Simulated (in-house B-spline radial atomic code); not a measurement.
Inner levels of promethium as electrons are removed. A shift is the extra binding of the orbital against the neutral atom ([Xe] 4f5/2(5) 6s2). The density at the nucleus is averaged over the nuclear charge. Computed with a B-spline radial code for spherical atoms: Dirac-Hartree-Fock, jj configuration that fills j = l - 1/2 first, finite nuclei.

A number in brackets counts the electrons of a j subshell.

```tsv
ion	configuration	shift of 3p3/2 (eV)	shift of 3d3/2 (eV)	shift of 3s1/2 (eV)	radius of 3p3/2 (bohr)	radius of 3d3/2 (bohr)	radius of 3s1/2 (bohr)	Σ<r²> (bohr²)	change of density at nucleus (bohr⁻³)
Pm19+	[Kr] 4d3/2(4) 4d5/2(2)	484.48	486.02	484.71	0.2602	0.23181	0.25824	6.9491	-16.475
Pm20+	[Kr] 4d3/2(4) 4d5/2(1)	528.74	531.22	529.11	0.2599	0.23147	0.25802	6.4174	56.771
Pm21+	[Kr] 4d3/2(4)	573.95	577.42	574.47	0.25957	0.23112	0.25779	5.909	133.13
Pm22+	[Kr] 4d3/2(3)	620.64	623.8	621.15	0.25925	0.23122	0.25754	5.4296	215.16
Pm23+	[Kr] 4d3/2(2)	668.26	671.14	668.78	0.25892	0.2309	0.25728	4.9702	300.37
Pm24+	[Kr] 4d3/2(1)	?	?	?	?	?	?	?	?
Pm25+	[Ar] 3d10 4s2 4p6	766.29	768.61	766.79	0.25819	0.23021	0.25671	4.107	480.26
Pm26+	[Ar] 3d10 4s2 4p1/2(2) 4p3/2(3)	815.45	819.38	816.53	0.25825	0.22981	0.25645	3.7051	587.2
Pm27+	[Ar] 3d10 4s2 4p1/2(2) 4p3/2(2)	?	?	?	?	?	?	?	?
Pm28+	[Ar] 3d10 4s2 4p1/2(2) 4p3/2(1)	915.81	923.12	918.08	0.25764	0.22898	0.25592	2.9371	809.6
Pm29+	[Ar] 3d10 4s2 4p1/2(2)	966.98	976.08	969.88	0.25731	0.22854	0.25564	2.5701	925.05
Pm30+	[Ar] 3d10 4s2 4p1/2(1)	1021.01	1030.61	1023.68	0.25688	0.22806	0.2553	2.2328	981.92
Pm31+	[Ar] 3d10 4s2	?	?	?	?	?	?	?	?
Pm32+	[Ar] 3d10 4s1	1130.5	1141.92	1131.72	0.25601	0.2271	0.25501	1.5884	-565.77
Pm33+	[Ar] 3d10	1185.86	1198.62	1185.83	0.25558	0.22662	0.25479	1.2794	-2228.04
```

(1) Fill in the row of Pm24+.

(2) Fill in the row of Pm27+.

(3) Fill in the row of Pm31+.

Results:

(1) shift of 3p3/2 (eV): 716.82; shift of 3d3/2 (eV): 719.41; shift of 3s1/2 (eV): 717.32; radius of 3p3/2 (bohr): 0.25856; radius of 3d3/2 (bohr): 0.23056; radius of 3s1/2 (bohr): 0.257; Σ<r²> (bohr²): 4.5297; change of density at nucleus (bohr⁻³): 388.73.

(2) shift of 3p3/2 (eV): 865.3; shift of 3d3/2 (eV): 870.89; shift of 3s1/2 (eV): 866.97; radius of 3p3/2 (bohr): 0.25795; radius of 3d3/2 (bohr): 0.2294; radius of 3s1/2 (bohr): 0.25619; Σ<r²> (bohr²): 3.3153; change of density at nucleus (bohr⁻³): 696.98.

(3) shift of 3p3/2 (eV): 1075.74; shift of 3d3/2 (eV): 1085.88; shift of 3s1/2 (eV): 1078.19; radius of 3p3/2 (bohr): 0.25644; radius of 3d3/2 (bohr): 0.22757; radius of 3s1/2 (bohr): 0.25496; Σ<r²> (bohr²): 1.9055; change of density at nucleus (bohr⁻³): 1039.19.
